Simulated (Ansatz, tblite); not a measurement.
Isomers of NbO3H (singlet), found by a short tight-binding search and relaxed with B3LYP-D4/def2-TZVP in Ansatz.

In the def2 sets Nb takes a core potential; there is no spin–orbit coupling. The xTB rows come from tblite. HSE06 is defined as in plane-wave codes, on full-range PBE exchange. Correlated methods freeze 3 core orbitals; core or outer-core shells of Nb are correlated, in sets that lack core-valence functions.

A: At CCSD(T)/def2-TZVPP the test of the restricted singlet for broken spin symmetry was undecided. B: At CCSD(T)/def2-TZVPP the test of the restricted singlet for broken spin symmetry was undecided. It holds 1 O–O bond. C: At CCSD(T)/def2-TZVPP the test of the restricted singlet for broken spin symmetry was undecided. It holds 1 O–O bond.

Other spin states weren't relaxed.

A:

```csv
atom,x (Å),y (Å),z (Å)
Nb1,-0.332,-0.606,0.243
O2,-1.376,0.329,1.248
O3,-1.244,-1.186,-1.103
O4,1.292,0.297,-0.282
H5,1.660,1.166,-0.106
```

B:

```tsv
atom	x (Å)	y (Å)	z (Å)
Nb1	0.1893	-0.2509	0.0027
O2	-0.4294	1.5000	0.4638
O3	-0.0815	-1.5232	1.1059
O4	-1.3000	0.8300	-0.5231
H5	1.6217	-0.5558	-1.0494
```

C:

```xyz
5

Nb    0.2640   -0.2199   -0.4921
O     1.1892   -1.3268    0.4075
O    -0.6836    0.9855    0.6653
O     0.5598    1.5647    0.1685
H    -1.3294   -1.0035   -0.7491
```

Task: Estimate which lies lowest at each level, and how far above it the others are (eV).

Result: 
| level | A | B | C |
| --- | --- | --- | --- |
| GFN1-xTB | 0.00 | 1.51 | 1.96 |
| GFN2-xTB | 0.00 | 1.06 | 1.13 |
| HF/def2-TZVPP | 0.00 | 3.93 | 4.60 |
| PBE-D4/def2-TZVP | 0.00 | 3.67 | 3.93 |
| r2SCAN-D4/def2-TZVP | 0.00 | 3.78 | 4.10 |
| PBE0-D4/def2-TZVP | 0.00 | 3.80 | 4.16 |
| HSE06-D4/def2-TZVP | 0.00 | 3.80 | 4.15 |
| CAM-B3LYP-D4/def2-TZVP | 0.00 | 3.86 | 4.28 |
| MP2/def2-TZVPP | 0.00 | 4.35 | 4.64 |
| CCSD/def2-TZVPP | 0.00 | 3.90 | 4.32 |
| CCSD(T)/def2-TZVPP | 0.00 | 3.89 | 4.25 |
Point groups (tolerance 0.1 Å): A not assigned, B Cs, C not assigned. B and C have the same bonds, so they are conformers or stereoisomers. Lower isomers may exist.
